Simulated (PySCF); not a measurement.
**Radial density of Sb²⁵⁺ (antimony, charge +25)**

MN15, [Ar] 3d8, high-spin 3F determinant. Computed with PySCF 2.14 in an even-tempered Gaussian basis (17 s from 3.1 bohr⁻², ratio 2.5; 11 p from 4.1 bohr⁻², ratio 2.5; 8 d from 4.1 bohr⁻², ratio 2.5; 4 f from 19 bohr⁻², ratio 2.7; 3 g from 28 bohr⁻², ratio 2.7), with the non-relativistic Hamiltonian (point nucleus).

```json
{"r (bohr)": "0.000477", "4πr²ρ (e/bohr)": "0.2578", "4πr²(ρα − ρβ)": "0.0000"}
{"r (bohr)": "0.000802", "4πr²ρ (e/bohr)": "0.7048", "4πr²(ρα − ρβ)": "0.0000"}
{"r (bohr)": "0.00135", "4πr²ρ (e/bohr)": "1.883", "4πr²(ρα − ρβ)": "0.0000"}
{"r (bohr)": "0.00227", "4πr²ρ (e/bohr)": "4.839", "4πr²(ρα − ρβ)": "0.0000"}
{"r (bohr)": "0.00382", "4πr²ρ (e/bohr)": "11.65", "4πr²(ρα − ρβ)": "0.0001"}
{"r (bohr)": "0.00642", "4πr²ρ (e/bohr)": "25.16", "4πr²(ρα − ρβ)": "0.0001"}
{"r (bohr)": "0.0108", "4πr²ρ (e/bohr)": "45.49", "4πr²(ρα − ρβ)": "0.0000"}
{"r (bohr)": "0.0182", "4πr²ρ (e/bohr)": "62.18", "4πr²(ρα − ρβ)": "-0.0002"}
{"r (bohr)": "0.0306", "4πr²ρ (e/bohr)": "59.84", "4πr²(ρα − ρβ)": "0.0068"}
{"r (bohr)": "0.0514", "4πr²ρ (e/bohr)": "59.86", "4πr²(ρα − ρβ)": "0.1178"}
{"r (bohr)": "0.0865", "4πr²ρ (e/bohr)": "80.77", "4πr²(ρα − ρβ)": "1.0384"}
{"r (bohr)": "0.145", "4πr²ρ (e/bohr)": "59.59", "4πr²(ρα − ρβ)": "4.4504"}
{"r (bohr)": "0.245", "4πr²ρ (e/bohr)": "58.85", "4πr²(ρα − ρβ)": "7.2926"}
{"r (bohr)": "0.411", "4πr²ρ (e/bohr)": "29.92", "4πr²(ρα − ρβ)": "2.9508"}
{"r (bohr)": "0.692", "4πr²ρ (e/bohr)": "1.196", "4πr²(ρα − ρβ)": "0.1277"}
{"r (bohr)": "1.16", "4πr²ρ (e/bohr)": "0.002130", "4πr²(ρα − ρβ)": "0.0003"}
```

A non-relativistic calculation at this Z misses sizeable relativistic shifts. Spin-orbit coupling, absent here, splits the open shell strongly.
